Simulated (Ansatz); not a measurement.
`BOC=N` + `C[SiH](N)Cl` → `BN[SiH](C)Cl` + `N=CO`  (ligand exchange at a B–O bond)

Computed with Ansatz on PBE0-D4/def2-TZVP structures; ΔE is electronic, products minus reactants. CBS: MP2 limit from def2 TZ/QZ plus the TZ coupled-cluster correction, frozen cores. This one scheme is used for every species. Functionals use def2-TZVPP. Each species was taken in one conformer, which may not be the lowest.

Problem. Is it downhill or uphill in electronic energy at CCSD(T)/CBS, and by how much? (Best estimate.)

Solution. Computed: Downhill: ΔE = -0.24 eV.

Problem. What do these levels give: ωB97X-V, ωB97M-V, HF/def2-TZVPP, MP2/def2-TZVPP, SCS-MP2/def2-TZVPP, CCSD(T)/def2-TZVPP? (Estimate.)

Solution. The calculation gave: ωB97X-V -0.24, ωB97M-V -0.25, HF/def2-TZVPP -0.13, MP2/def2-TZVPP -0.26, SCS-MP2/def2-TZVPP -0.23, CCSD(T)/def2-TZVPP -0.24 eV.

Largest T1 diagnostic among the species: 0.015.

The D4 term adds −0.03 eV with B3LYP and −0.02 eV with PBE0; it sums over pairs of atoms, weighted by their polarisabilities, and B3LYP, whose exchange is more repulsive, gets the larger term. In def2-TZVPP, CCSD(T) changes the Hartree–Fock value by −0.11 eV (the triples alone add −0.02 eV) and MP2 by −0.13 eV.

B3LYP here is the variant with VWN-RPA as its local correlation; programs differ in this.
